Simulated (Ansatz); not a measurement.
```yaml
crystal:
  periodic: [true, true, true]
  atoms:
    - {symbol: N, position_ang: [0.046887, 1.316074, 1.824798]}
    - {symbol: Si, position_ang: [-0.505157, -0.024666, 0.952706]}
    - {symbol: Cl, position_ang: [0.437401, -1.807608, 1.428553]}
    - {symbol: O, position_ang: [-0.221108, 0.235534, -0.620873]}
    - {symbol: Si, position_ang: [0.270774, -0.514427, -1.997928]}
    - {symbol: H, position_ang: [0.960765, 1.703324, 1.651482]}
    - {symbol: H, position_ang: [-0.235021, 1.444416, 2.783094]}
    - {symbol: H, position_ang: [-1.933755, -0.236123, 1.248317]}
    - {symbol: H, position_ang: [0.008225, 0.414998, -3.122585]}
    - {symbol: H, position_ang: [1.722657, -0.813475, -1.925404]}
    - {symbol: H, position_ang: [-0.486268, -1.775044, -2.201459]}
basis:
  gaussian: {orbitals: cc-pVDZ}
hamiltonian: {xc: {name: wB97X-V}, pseudopotentials: {relativity: none}}
accuracy: high
output: {forces: true}
```

```sh
$ ansatz run in.yaml --threads 2 --pin off --events-out ev --progress --plain --max-ram 22528MiB --backend cpu
```

Shortened log:

```
Error: YAML parse error: error: line 2 column 3: crystal: missing field `lattice` (a structure is typed as `lattice` and `atoms`, a molecule's as `atoms` in Å alone, or read from a run's directory, `checkpoint`)
 --> <input>:2:3
1 | crystal:
2 |   periodic: [true, true, true]
3 |   atoms:
4 |     - {symbol: N, position_ang: [0.046887, 1.316074, 1.824798]}
```

Problem. What is wrong with this run?

Solution. The molecule is marked periodic without a cell. The input was rejected before any iteration.
